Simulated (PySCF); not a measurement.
## Mn²⁺ (manganese, charge +2): M06-2X calculation

Configuration: [Ar] 3d5, high-spin 6S determinant. All numbers are calculated (PySCF 2.14, the non-relativistic Hamiltonian (point nucleus), in cc-pVTZ).

* Total energy: -1150.122 hartree
* One-electron energy: -1569.375 hartree
* Hartree (Coulomb) energy: 470.972 hartree
* Exchange-correlation energy: -51.720 hartree
* Kinetic energy: 1148.86371 hartree
* ⟨S²⟩: 8.7509
* ⟨L²⟩: 0.000
* Sum of ⟨r⟩: 14.91 bohr
* Sum of ⟨r²⟩: 16.04 bohr²
* Density at the nucleus (Gaussians lack the cusp): 10500 bohr⁻³
* Spin density at the nucleus: -0.356 bohr⁻³
* Langevin diamagnetic susceptibility: -12.7 ×10⁻⁶ cm³/mol
* Time after the integrals: 2.5 s of wall time on 1 thread of Neoverse-V2 (shared host)

| shell | electrons | mean orbital energy (hartree) | rms radius, mean of both spins (bohr) |
| --- | --- | --- | --- |
| 1s α | 1 | -237.91956 | 0.0713 |
| 1s β | 1 | -237.91884 | 0.0713 |
| 2s α | 1 | -28.58386 | 0.306 |
| 2s β | 1 | -28.47196 | 0.306 |
| 2p α | 3 | -24.64933 | 0.274 |
| 2p β | 3 | -24.55275 | 0.274 |
| 3s α | 1 | -4.16249 | 0.929 |
| 3s β | 1 | -3.93132 | 0.929 |
| 3p α | 3 | -3.01649 | 0.991 |
| 3p β | 3 | -2.72624 | 0.991 |
| 3d α | 5 | -1.13157 | 1.25 |
